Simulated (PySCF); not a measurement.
**Vertical excitation energies**

CH₅NSSi.
SMILES: `[H]/N=C\[SiH2]S`

The calculation used PySCF, TDDFT CAM-B3LYP/def2-SVPD, vertical, gas phase, core orbitals frozen in the response. Isolated species at its GFN2-xTB geometry (one conformer only). Torsions of this conformer, `[H]/[N:1]=[CH:2]\[SiH2:3][SH:4]`: N1–C2–Si3–S4 -124°, H–S4–Si3–C2 46°.

Task: What does the calculation give for the low-lying excited states?

Result: 

```
state  E (eV)  ν̃ (cm⁻¹)       f  |μ| (D)   main configurations (H = HOMO, L = LUMO)
   S1    4.20      33910  0.0006     0.19                     H→L (77%), H-1→L (12%)
   S2    5.82      46930   0.024     1.04                     H-1→L (72%), H→L (17%)
   S3    6.24      50320  0.0012     0.23  H→L+1 (35%), H-1→L+1 (26%), H-1→L+3 (12%)
   S4    6.45      51990  0.0045     0.43                    H→L+2 (64%), H→L+1 (9%)
   S5    6.79      54790  0.0081     0.56      H→L+1 (33%), H→L+3 (30%), H→L+2 (11%)
   S6    7.02      56590  0.0050     0.43                              H-1→L+2 (70%)
   S7    7.17      57820   0.018     0.82  H-1→L+1 (42%), H-1→L+3 (14%), H→L+3 (12%)
   S8    7.40      59680  0.0032     0.34    H-1→L+3 (46%), H→L+3 (18%), H-2→L (12%)
```

Triplets, Tamm–Dancoff:

```json
{"state": "T1", "E (eV)": "3.39", "λ (nm)": "366.1", "main configurations (H = HOMO, L = LUMO)": "H→L (72%), H-1→L (15%)"}
{"state": "T2", "E (eV)": "4.96", "λ (nm)": "250.0", "main configurations (H = HOMO, L = LUMO)": "H-2→L (35%), H-3→L (34%), H-4→L (8%)"}
{"state": "T3", "E (eV)": "5.53", "λ (nm)": "224.4", "main configurations (H = HOMO, L = LUMO)": "H-1→L (56%), H→L (16%)"}
```

The lowest singlet comes at 295 nm (406 kJ/mol) in the ultraviolet; it is very weak; its leading configuration is HOMO→LUMO (77%). The most intense listed level is S2 at 5.82 eV (213 nm, f = 0.024), 1.62 eV above S1. Löwdin shares by element: HOMO nitrogen 36%, sulfur 23%, carbon 16%, silicon 10%; LUMO nitrogen 30%, carbon 27%, silicon 16%, sulfur 13%. Weighted by f, the mean energy of these states is 6.53 eV. The listed states span 3.20 eV, and the widest gap between neighbours is 1.62 eV (S1 to S2). Of the 8 states listed, 2 reach f = 0.01 and none stays under 0.0005. The window holds the lowest 8 singlets.

On one thread, Arm Neoverse N1 (aarch64), no GPU, shared host with 64 logical CPUs at a one-minute load of 61, this took 20 s wall and 0.54 GiB of memory at its peak.
